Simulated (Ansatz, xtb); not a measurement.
**Relative energy of two structures of H6In2O2**

We compare a, a singlet given by its coordinates, with b, a singlet given by its coordinates. Both are isolated molecules in the gas phase, relaxed with PBE0-D4/def2-SVP.

a (Å):

```xyz
10

In   -2.8628   -0.4847    1.6527
In    0.6240   -0.6972   -0.3993
O    -1.2390   -1.4413    0.5608
O    -1.9998    1.3883    0.4014
H    -1.2452   -2.4058    0.5603
H    -1.7604    2.2509    0.7604
H    -1.2793    1.1554   -0.2472
H     1.6221   -0.2967    0.9698
H     0.9652   -1.9934   -1.5018
H    -0.1321    0.7481   -1.1467
```

Close contacts (Å): In1–O3 2.18, In1–O4 2.41, In2–O3 2.22, In2–H8 1.74, In2–H9 1.74, In2–H10 1.79, O3–H5 0.96, O4–H6 0.96, O4–H7 1.00.

b (Å):

```xyz
10

In    0.7315    0.0946   -2.0171
In   -1.3061    0.7620   -0.2148
O     0.2857   -1.9333   -1.7022
O    -1.6171   -1.5144   -0.1686
H     0.6222   -2.6520   -2.2451
H     2.0224    0.1451   -3.1908
H    -0.8171    1.0259    1.4308
H    -2.7900    1.3417   -0.8878
H    -1.4244   -1.8957    0.6954
H    -0.8912   -1.8770   -0.8098
```

Close contacts (Å): In1–In2 2.80, In1–O3 2.10, In2–O4 2.30, In1–H6 1.75, In2–H7 1.74, In2–H8 1.73, O3–H5 0.96, O4–H9 0.96, O4–H10 1.03.

Quicker runs give these differences E(b) − E(a): GFN2-xTB +200.9 kJ/mol; HF/STO-3G −81.8 kJ/mol (at GFN2-xTB geometries); r2SCAN-D4/def2-SVP +16.5 kJ/mol (at GFN2-xTB geometries).

Task: Estimate E(b) − E(a) at the level CCSD(T)/def2-SVP + ΔMP2/def2-TZVPP.

Result: Calculated at CCSD(T)/def2-SVP + ΔMP2/def2-TZVPP: E(b) − E(a) = +48.4 kJ/mol, so structure a lies lower.

The same difference at several levels:

```json
{"level": "GFN2-xTB", "geometry": "GFN2-xTB", "E(b) − E(a) (kJ/mol)": "+200.9", "departure from the last row (kJ/mol)": "+152.5", "job, with rough time for the two": "optimisation, 0.44 s"}
{"level": "HF/STO-3G", "geometry": "GFN2-xTB", "E(b) − E(a) (kJ/mol)": "−81.8", "departure from the last row (kJ/mol)": "−130.2", "job, with rough time for the two": "single point, 1.8 s"}
{"level": "r2SCAN-D4/def2-SVP", "geometry": "GFN2-xTB", "E(b) − E(a) (kJ/mol)": "+16.5", "departure from the last row (kJ/mol)": "−31.9", "job, with rough time for the two": "single point, 3.7 s"}
{"level": "PBE0-D4/def2-SVP", "geometry": "PBE0-D4/def2-SVP", "E(b) − E(a) (kJ/mol)": "+39.8", "departure from the last row (kJ/mol)": "−8.5", "job, with rough time for the two": "optimisation, 1.7 min"}
{"level": "HF/def2-SVP", "geometry": "PBE0-D4/def2-SVP", "E(b) − E(a) (kJ/mol)": "+57.7", "departure from the last row (kJ/mol)": "+9.4", "job, with rough time for the two": "part of the CCSD(T) run"}
{"level": "MP2/def2-SVP", "geometry": "PBE0-D4/def2-SVP", "E(b) − E(a) (kJ/mol)": "+43.2", "departure from the last row (kJ/mol)": "−5.1", "job, with rough time for the two": "part of the CCSD(T) run"}
{"level": "CCSD(T)/def2-SVP", "geometry": "PBE0-D4/def2-SVP", "E(b) − E(a) (kJ/mol)": "+50.2", "departure from the last row (kJ/mol)": "+1.9", "job, with rough time for the two": "single point"}
{"level": "CCSD(T)/def2-SVP + ΔMP2/def2-TZVPP", "geometry": "PBE0-D4/def2-SVP", "E(b) − E(a) (kJ/mol)": "+48.4", "departure from the last row (kJ/mol)": "", "job, with rough time for the two": "single point, 49 s"}
```

HF/STO-3G puts the two in the other order. The largest departure from CCSD(T)/def2-SVP + ΔMP2/def2-TZVPP is that of GFN2-xTB, 152.5 kJ/mol. The last row adds to CCSD(T) the change of the MP2 difference between the two basis sets, here −1.9 kJ/mol.

With harmonic frequencies from PBE0-D4/def2-SVP (ideal gas, rigid rotor, one conformer each, 298.15 K, 1 atm): on the last row, ΔE + ΔZPE = +48.6 kJ/mol. A mode under 50 cm⁻¹ makes harmonic enthalpies and free energies unreliable, so none is given.

The correlated steps freeze 10 core orbitals; the filled d shell of In is correlated, in a basis made for valence electrons. Atoms past krypton carry core potentials in the def2 sets, other sets are all-electron and non-relativistic, and no spin–orbit term is included. Programs: Ansatz 0.2.0, xtb 6.7.1; the last row on 2 threads of Arm Neoverse V2 on a shared host.
